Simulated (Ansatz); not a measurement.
Basis-set series for C11H14OTi (`[CH3][Ti]12345678([OH])([C@H]9[C@@H]1[C@@H]2[C@@H]3[C@H]94)[C@H]1[C@@H]5[C@@H]6[C@@H]7[C@H]18`). Total charge 0; spin multiplicity 1. The geometry is a stationary point of PBE0-D4/def2-TZVP. It is one conformer, not always the lowest.

```xyz
27

C     1.426   -0.202   -1.664
Ti   -0.053    0.283   -0.157
O    -0.416    1.969   -0.856
C     1.834    1.210    1.031
C     0.683    1.598    1.734
C     0.052    0.439    2.218
C     0.843   -0.673    1.843
C     1.935   -0.198    1.102
C    -2.414    0.065   -0.495
C    -2.044   -0.883    0.477
C    -1.192   -1.827   -0.137
C    -1.037   -1.456   -1.485
C    -1.789   -0.286   -1.705
H     1.812   -1.224   -1.615
H     2.269    0.487   -1.570
H     0.968   -0.049   -2.644
H     0.182    2.684   -0.634
H     2.509    1.863    0.499
H     0.306    2.605    1.839
H    -0.855    0.412    2.800
H     0.637   -1.705    2.078
H     2.712   -0.798    0.656
H    -3.011    0.948   -0.327
H    -2.363   -0.893    1.507
H    -0.737   -2.682    0.339
H    -0.442   -1.975   -2.219
H    -1.818    0.289   -2.617
```

```json
{"functional": "PBE0-D4", "basis": "def2-TZVPP", "functions": "632", "energy (Eh)": "-1351.78595", "HOMO (eV)": "-6.48", "LUMO (eV)": "-1.06"}
{"functional": "PBE0-D4", "basis": "def2-QZVPP", "functions": "1197", "energy (Eh)": "-1351.82848", "HOMO (eV)": "-6.50", "LUMO (eV)": "-1.08"}
{"functional": "ωB97M-V", "basis": "def2-TZVPP", "functions": "632", "energy (Eh)": "-1352.29271", "HOMO (eV)": "-8.54", "LUMO (eV)": "1.09"}
{"functional": "ωB97M-V", "basis": "def2-QZVPP", "functions": "1197", "energy (Eh)": "-1352.33256", "HOMO (eV)": "-8.55", "LUMO (eV)": "0.58"}
```

Give the rows for def2-SVP. (Estimate.)

Ansatz gave: 
```
functional     basis  functions  energy (Eh)  HOMO (eV)  LUMO (eV)
   PBE0-D4  def2-SVP        269  -1351.12771      -6.47      -1.00
   ωB97M-V  def2-SVP        269  -1351.60996      -8.51       1.19
```

Positive LUMOs are unbound and depend on the basis. Scalar relativity is left out up to krypton.
